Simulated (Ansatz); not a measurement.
H9NSi3, SMILES `N[SiH]([SiH3])[SiH3]`, relaxed with RKS PBE-D4/def2-SVP in the Gaussian-basis code of Ansatz from a rough embedded geometry. The force threshold is 0.03 eV/Å; the program also tests the step.

Charge 0, multiplicity 1.

Start:

```xyz
13

N    -1.804    0.853   -0.150
Si   -0.453    0.110    0.430
Si    0.030   -1.877   -0.620
Si    1.518    1.295    0.226
H    -2.676    0.301    0.024
H    -2.054    1.730    0.369
H    -0.728   -0.139    1.884
H     0.365   -1.724   -2.019
H    -1.130   -2.862   -0.536
H     1.215   -2.568    0.030
H     1.320    2.670    0.806
H     1.808    1.530   -1.260
H     2.588    0.681    0.817
```

| step | energy (eV) | largest force (eV/Å) | largest move (Å) |
| --- | --- | --- | --- |
| 1 | -25246.1220 | 3.891 | 0.000 |
| 2 | -25246.6892 | 1.773 | 0.197 |
| 3 | -25246.8137 | 0.253 | 0.152 |
| 4 | -25246.8271 | 0.059 | 0.050 |
| 5 | -25246.8291 | 0.039 | 0.050 |
| 6 | -25246.8295 | 0.022 | 0.043 |

End:

```xyz
13

N    -1.774    0.822   -0.126
Si   -0.371    0.026    0.569
Si   -0.048   -1.988   -0.603
Si    1.480    1.439    0.236
H    -2.646    0.288   -0.188
H    -1.981    1.778    0.177
H    -0.433   -0.308    2.050
H     0.276   -1.710   -2.047
H    -1.286   -2.849   -0.556
H     1.088   -2.770    0.004
H     1.232    2.807    0.822
H     1.759    1.603   -1.235
H     2.704    0.862    0.898
```

Run time 2.9 s (4 threads of an AMD EPYC 9R45 on a shared host); peak host memory 0.19 GiB.
